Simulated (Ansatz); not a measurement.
```yaml
crystal:
  periodic: [false, false, false]
  atoms:
    - {symbol: Nb, position_ang: [-0.123083, 0.634537, 0.000017]}
    - {symbol: Nb, position_ang: [-0.553334, 2.619388, -0.012430]}
    - {symbol: Si, position_ang: [0.018237, -1.688985, 1.054650]}
    - {symbol: Si, position_ang: [0.658170, -1.564939, -1.042227]}
basis:
  gaussian: {orbitals: def2-SVP, final_grid: {core_spheres: 20, valence_spheres: 16, degree: 47}}
hamiltonian: {xc: {name: rPW86-PBE}}
scf: {omitted_lower_state_checks: [starts]}
```

```sh
$ ansatz run in.yaml --threads 4 --pin off --events-out ev --progress --plain --max-ram 3916MiB
```

Output, abridged:

```
Functional definition: rPW86-PBE
946 factors; their error is unknown
mean field evaluation 1: about -18833.1222 eV, gradient 1.0e2 eV
mean field evaluation 2: about -18473.5468 eV, gradient 2.5e2 eV
mean field evaluation 4: about -18785.3930 eV, gradient 1.4e2 eV
mean field evaluation 8: about -18867.3938 eV, gradient 5.8e0 eV
mean field evaluation 16: about -18867.5882 eV, gradient 2.0e-5 eV
mean field -18867.58822933 eV, -693.3710785173 hartree, gradient 2.0e-5 eV, S^2 0.000000; 0 other end points of the search recorded, 0 dependent functions left out
reference -18867.58832703 eV, -693.3710821076 hartree; 27, 27 occupied and 71, 71 virtual orbitals, 946 factors
Total energy: -18867.58832703 eV, -693.3710821076 hartree
Checks for a lower state left out: starts
```

Hardware: 4 threads of Arm Neoverse V2 on a shared host. Wall time 2.4 s.

In the def2 sets Nb takes a core potential; there is no spin–orbit coupling. The restricted singlet is unstable towards broken spin symmetry at other levels; at RKS rPW86-PBE/def2-SVP this wasn't settled.
